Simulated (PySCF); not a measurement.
H$_{4}$AlFN$_{2}$, singlet, geometry from GFN2-xTB (such geometries of metal compounds can be far from the true shape), atoms displaced at random by about 0.08 Å a coordinate; B3LYP/6-31G, gradient in PySCF.

The PySCF input:
```python
from pyscf import gto, scf, dft

mol = gto.M(
    atom='''
Al    0.028505   -0.007474   -0.111429
F     1.666897    0.325069   -0.044981
N    -0.604620   -0.889279    1.613090
H    -1.461356   -0.771455    1.793579
H     0.142065   -1.024920    2.396651
N    -1.043920    0.669290   -1.342679
H    -2.071127    0.435188   -1.212697
H    -0.706008    0.815855   -2.104251
''',
    basis='6-31g',
    charge=0,
    spin=0,
    verbose=3,
)

mf = dft.RKS(mol)
mf.xc = 'b3lyp'
mf.conv_tol = 1e-6
mf.kernel()
g = mf.nuc_grad_method()
grad = g.kernel()
```

Output, abridged:

```
converged SCF energy = -454.173798854116
--------------- RKS gradients ---------------
         x                y                z
0 Al     0.0263188302     0.0289622256    -0.0800913046
1 F    -0.0218599065    -0.0023583305     0.0061265199
2 N    -0.2278177737    -0.0054618330     0.0696742657
3 H     0.1682092912    -0.0154591343    -0.0514694717
4 H     0.0468023957    -0.0065093016     0.0385949884
5 N     0.1282133618     0.0729817602    -0.2428837749
6 H    -0.0370348121    -0.0169108044     0.0181924947
7 H    -0.0827894712    -0.0552400385     0.2419203552
----------------------------------------------
```
